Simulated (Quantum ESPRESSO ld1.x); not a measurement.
Q: Species: Er17+. Configuration: [Kr] 4d10 4f5. All-electron calculation, scalar-relativistic Kohn-Sham, revPBE, spin-unpolarised, spherical densities, point nucleus. Program: ld1.x of Quantum ESPRESSO 7.5. Some entries of the table are withheld. Estimate them.

| orbital | occ. | eigenvalue (eV) | <1/r> (bohr^-1) |
|---|---|---|---|
| 1s | 2 | -57790.8 | 77.59 |
| 2s | 2 | -10050.9 | (1) |
| 2p | 6 | -8935.73 | 16.67 |
| 3s | 2 | -2573.21 | 6.664 |
| 3p | 6 | -2233.98 | 6.225 |
| 3d | 10 | (2) | (3) |
| 4s | 2 | -821.771 | 2.878 |
| 4p | 6 | -707.196 | 2.658 |
| 4d | 10 | -553.657 | 2.405 |
| 4f | 5 | -382.143 | 2.083 |

A: 
(1) 2s <1/r> (bohr^-1): 18.06
(2) 3d eigenvalue (eV): -1810.01
(3) 3d <1/r> (bohr^-1): 5.898
